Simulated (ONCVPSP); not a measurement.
An all-electron radial function and its pseudo partner (Mo)

Columns: radius, all-electron u(r) and pseudo u(r) of the 4s shell (level -65.91 eV) of molybdenum in the configuration [Ar] 3d10 4s2 4p6 4d5 5s0.75; PBE, scalar-relativistic, ONCV scheme, ONCVPSP 4.0.1.

```tsv
r (bohr)	all-electron	pseudo
0.100	0.3810	0.0815
0.200	-0.1465	0.1748
0.300	-0.5812	0.2876
0.400	-0.4622	0.4208
0.500	-0.0588	0.5677
0.600	0.3790	0.7158
0.700	0.7288	0.8494
0.800	0.9584	0.9540
0.900	1.0756	1.0191
1.000	1.1043	1.0405
1.100	1.0706	1.0203
1.200	0.9975	0.9656
1.300	0.9034	0.8865
1.400	0.8009	0.7936
1.500	0.6986	0.6961
1.600	0.6017	0.6012
1.700	0.5131	0.5130
1.800	0.4341	0.4341
1.900	0.3649	0.3648
2.000	0.3051	0.3051
2.100	0.2540	0.2539
2.200	0.2107	0.2106
2.300	0.1742	0.1742
2.400	0.1436	0.1436
2.500	0.1182	0.1182
2.600	0.0971	0.0970
```

How many radial nodes do the two functions have?

The all-electron 4s function has n − l − 1 = 3 (the table is too coarse to show those close to the nucleus); the pseudo-wave has 0, since the states of the same l below it are removed with the core.

At about which radius was the pseudo-wave matched?

1.80 bohr, where the columns begin to agree (steps of 0.10 bohr).

Where does each function peak?

Outermost all-electron maximum near 1.00 bohr, pseudo maximum near 1.00 bohr (to the table’s step).

Is the pseudo-wave norm-conserving?

Yes: the ONCV scheme keeps the norm inside the radius equal to the all-electron one, which fixes the energy derivative of the logarithmic derivative at the level.
